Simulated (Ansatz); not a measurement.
The cluster BeI2 was relaxed with B3LYP-D4 (def2-TZVP) in Ansatz in these states: neutral quintet, neutral triplet. The geometries follow in no particular order.

In the def2 sets I takes a core potential; there is no spin–orbit coupling.

A:

Cartesian coordinates in Å:
```
Be -0.740 -0.516 -0.744
I 1.126 1.558 -1.282
I -0.386 -1.042 2.026
```

B:

```
atom    x (Å)    y (Å)    z (Å)
 Be1   0.5780  -0.4340  -0.8981
  I2  -0.8186  -1.2943   0.8385
  I3   0.2406   1.7283   0.0596
```

Question: Judge from the bond lengths which geometry belongs to which state (an estimate).

Answer: A is the neutral quintet (Be1–I2 2.842 Å, Be1–I3 2.842 Å); B is the neutral triplet (Be1–I2 2.389 Å, Be1–I3 2.389 Å).

At PBE0-D4/def2-TZVP a singlet lies 8.66 eV below the neutral quintet. At PBE0-D4/def2-TZVP a singlet lies 3.30 eV below the neutral triplet. In the triplet, I2 and I3 lie 3.30 Å apart (atoms count from 1), so these atoms are partly bonded to each other. These are the stationary points nearest to one start from a short search; other shapes may lie lower in each state.
